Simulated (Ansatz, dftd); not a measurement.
Reaction: CH6BN (SMILES BNC) → CH5BN (SMILES B[N]C, doublet) + H (doublet) (the H-N bond breaks)
Each species at its own B3LYP-D3(BJ)/def2-TZVP minimum (Ansatz, a program for electronic structure).

Wanted: bond dissociation energy (electronic), in kJ/mol. Open shells are spin-unrestricted; no spin-orbit coupling. CBS(X,Y): correlation extrapolated as X^-3, Hartree-Fock from the larger set. A bracket is a step between two methods taken in the basis named. Functionals run without relativity, which enters their misses. Double hybrids freeze cores in their MP2 part. 'core' is core correlation in cc-pwCVTZ, 'X2C' scalar relativity in cc-pVTZ-DK, both at CCSD(T). For partners of very few electrons the exact lower level stands in for a higher one.

Compared with CCSD(T)/CBS(cc-pVTZ,cc-pVQZ) + [CCSDT(Q) - CCSD(T)]/cc-pVDZ + core + X2C (Ansatz): 484.0 kJ/mol.

Costs are rough ratios of core time, to one figure, on one kind of shared machine, summed over the single points of the molecules; atoms, geometries and frequencies are left out. The first row took roughly 10 core seconds; short runs hold start-up time.

| level | program | cost relative to the first row | difference (kJ/mol) |
|---|---|---|---|
| PBE-D4/def2-TZVPD | Ansatz + dftd4 | 1 | -40.1 |
| PBE/def2-TZVPD | Ansatz | 1 | -41.7 |
| B2PLYP-D3(BJ)/def2-TZVPD | Ansatz + dftd3 | 2 | -16.3 |
| B2PLYP/def2-TZVPD | Ansatz | 2 | -17.8 |
| B2GP-PLYP-D3(BJ)/def2-TZVPD | Ansatz + dftd3 | 3 | -12.0 |
| B2GP-PLYP-D4/def2-TZVPD | Ansatz + dftd4 | 3 | -12.2 |

The dearest row costs roughly 3 times the first. Costs within a factor of two don't rank. The table holds for this case alone.
